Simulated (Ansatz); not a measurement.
`[OH][Al]([F])[Cl]` + CH₃OH → `C[O][Al]([OH])[Cl]` + H–F at 298.15 K and 1 bar (ligand exchange at the Al–F bond).

Isolated molecules relaxed with PBE0-D4/def2-TZVP in Ansatz; ΔE leaves out vibrations. CCSD(T)/CBS is the MP2 limit (def2-TZVPP, def2-QZVPP) plus CCSD(T) − MP2 in def2-TZVPP, frozen cores. This one scheme is used for every species. Each species was taken in one conformer, which may not be the lowest.

```tsv
species	CCSD(T)/CBS energy (Eh)	H − E (kJ/mol)	S (J/(mol·K))
`[OH][Al]([F])[Cl]`	-877.57483	63.6	311.3
CH₃OH	-115.61712	146.3	238.2
`C[O][Al]([OH])[Cl]`	-892.77869	174.0	364.2
H–F	-100.39570	33.5	173.6
```

H − E and S are ideal-gas, rigid-rotor, harmonic terms from PBE0-D4/def2-TZVP, for one conformer and one mirror image of each species. 1 Eh = 2625.50 kJ/mol, R = 8.31446 J/(mol·K).

Problem. By hand: ΔE, ΔH, ΔS and ΔG.

Solution. ΔE = (-892.77869) + (-100.39570) − (-877.57483) − (-115.61712) = 0.01756 Eh = 46.1 kJ/mol. Δ(H − E) = 174.0 + 33.5 − 63.6 − 146.3 = -2.4, so ΔH = 43.7 kJ/mol. ΔS = 364.2 + 173.6 − 311.3 − 238.2 = -11.7 J/(mol·K). ΔG = 43.7 − 298.15 × (-11.7)/1000 = 47.2 kJ/mol.

Problem. By hand: the equilibrium constant, and the temperature at which ΔG would vanish if ΔH and ΔS stayed fixed.

Solution. log₁₀ K = −ΔG/(RT ln 10) = -8.3. ΔH and −TΔS have one sign here, so there is no such temperature.

The number of gas molecules stays the same, so ΔS is small and ΔH decides. A doubt of 5 kJ/mol in ΔE shifts log₁₀ K by 0.9 here. Other conformers and mirror images would add mixing entropy, several J/(mol·K) or more a flexible species. These are equilibria of isolated gas molecules and say nothing of rates. Largest T1 diagnostic: 0.011 (customary marks: 0.02 for closed shells, 0.045 for open ones).

ΔS is within the doubt of such terms, so its sign, and with it that verdict, could turn.
